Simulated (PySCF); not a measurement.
Identify the compound

Molecular formula: C5H7F5Si. Simulated spectra:

1H NMR (400 MHz, computed): δ 4.75 (m, 1H), 4.72 (m, 1H), 3.18 (m, 1H), 1.93 (m, 2H), 1.48 (m, 2H).

13C{1H} NMR (computed): δ 129.7 (C), 123.7 (C), 36.5 (CH), 10.0 (CH2, 2C).

No solvent, no relativistic terms, a single conformation, fast rotation and ring inversion assumed for equivalent nuclei. Structure optimised with GFN2-xTB; shielding tensors at PBE0/pcSseg-1 (GIAO); PySCF 2.14.0 with density-fitted response routines.

δ = σ(ref) − σ, references computed at the same level: TMS for 1H, 13C.

Propose a structure and justify it.

Results:


1. The formula gives 1 degree of unsaturation (1 ring in the answer).
2. 4 carbon signals for 5 carbons: some carbons are equivalent by symmetry or fast rotation.
3. Carbon types of the structure: 2 × C, 1 × CH, 2 × CH2, leaving 2 H on heteroatoms.
4. δC 129.7: CF3 carbon; 3 electronegative neighbours deshield it.
5. δC 123.7: fully substituted sp3 carbon bonded to 2 F; 2 electronegative neighbours deshield it.
6. δC 36.5: sp3 CH in a ring; aliphatic region, no heteroatom directly attached.
7. δC 10.0: sp3 CH2 bonded to Si; an electropositive neighbour leaves it electron-rich and shielded.
8. δH 4.75, 4.72: hydrogen on a silicon bonded to 2 C, in a 4-membered ring.
9. δH 3.18: hydrogen on an sp3 CH in a ring.
10. δH 1.93, 1.48: hydrogen on an sp3 CH2 bonded to Si.

The compound is SMILES FC(F)(F)C(F)(F)C1C[SiH2]C1.

This is the structure that produced the data.

Splittings by 19F in the carbon and heteronuclear signals aren't shown, as no couplings were computed. Shifts are as computed. Against solution values, carbons near 30 ppm lie about +3 ppm off and those near 130 ppm about +5 ppm. Of 1211 compounds with measured shifts, 218 miss one by over three times the rms of a fit or turn the order of signals round; such compounds aren't used in these exercises. Multiplicities follow the n + 1 count of equivalent neighbours, as no J values were calculated; m marks all less simple cases, F and P coupling included.
